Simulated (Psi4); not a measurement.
Conformational energy of SMILES BCC[Si](F)(F)F, singlet. Scanned: dihedral B1–C2–C3–Si4; all other coordinates were relaxed at GFN2-xTB. Points at φ and −φ are mirror images.

Geometry of the scan point at 40° (Å):
```
13

B      1.7819    -0.0995     0.7915
C      1.0392    -0.0187    -0.5849
C     -0.4001    -0.5648    -0.6880
Si    -1.5157    -0.2042     0.7778
F     -3.0576    -0.1631     0.3857
F     -1.2747     1.1989     1.4843
F     -1.4712    -1.2557     1.9669
H      1.2662    -0.5217     1.7496
H      2.8853     0.2814     0.8465
H      1.0137     1.0514    -0.8278
H      1.6385    -0.4592    -1.3864
H     -0.3434    -1.6505    -0.8105
H     -0.8630    -0.1877    -1.6037
```

Method: DF-MP2 (frozen core)/cc-pVTZ // GFN2-xTB (Psi4).

Scanned values (°): -160, -140, -120, -100, -80, -60, -40, -20, 0, 20, 40, 60, 80, 100, 120, 140, 160, 180.

### Question
At which scan points does the profile have its minima and maxima, and how high do they lie?

### Answer
Lower than their neighbours: -80° (1.0 kJ/mol), 80° (1.0 kJ/mol), 180° (0.0 kJ/mol). Higher than their neighbours: -120° (8.8 kJ/mol), 0° (13.3 kJ/mol), 120° (8.8 kJ/mol). The whole profile spans 13.3 kJ/mol.
